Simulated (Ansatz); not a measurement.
Pd₄⁺, relaxed as a doublet with UKS B3LYP-D4/def2-SVP in Ansatz, starting from the GFN2-xTB geometry. Force threshold 0.02 eV/Å.

In the def2 sets Pd takes a core potential; there is no spin–orbit coupling. The charge 1 doublet is spin-contaminated (final ⟨S²⟩ up to 1.77, 0.75 for a pure state). At B3LYP-D4/def2-SVP a quartet of charge 1 lies 0.37 eV below the doublet at the same geometry. The structure comes from a short search, and lower isomers may exist.

Start:

```tsv
atom	x (Å)	y (Å)	z (Å)
Pd1	-0.987	-0.610	1.067
Pd2	0.390	1.473	0.424
Pd3	1.302	-0.888	-0.077
Pd4	-0.706	0.025	-1.414
```

| step | energy (eV) | largest force component (eV/Å) | SCF passes |
| --- | --- | --- | --- |
| 1 | -13917.7437 | 0.272 | 63 |
| 2 | -13917.7493 | 0.112 | 40 |
| 3 | -13917.7506 | 0.006 | 38 |
| 4 | -13917.7506 | 0.000 | 26 |

Force components are those of the run's own axes.

End:

```xyz
4

Pd   -0.996   -0.615    1.077
Pd    0.392    1.482    0.425
Pd    1.314   -0.894   -0.079
Pd   -0.710    0.027   -1.424
```

By distances, no bond broke or formed. The bond that changes most is Pd1–Pd3, from 2.57 to 2.60 Å (atoms count from 1).

The force fell under the threshold at step 3, but the optimiser went on. No frequencies were taken in this run, so the end may be a saddle point.

Run time 50 s (2 threads of Intel Xeon Platinum 8259CL on a shared host), peak host memory 0.57 GiB.
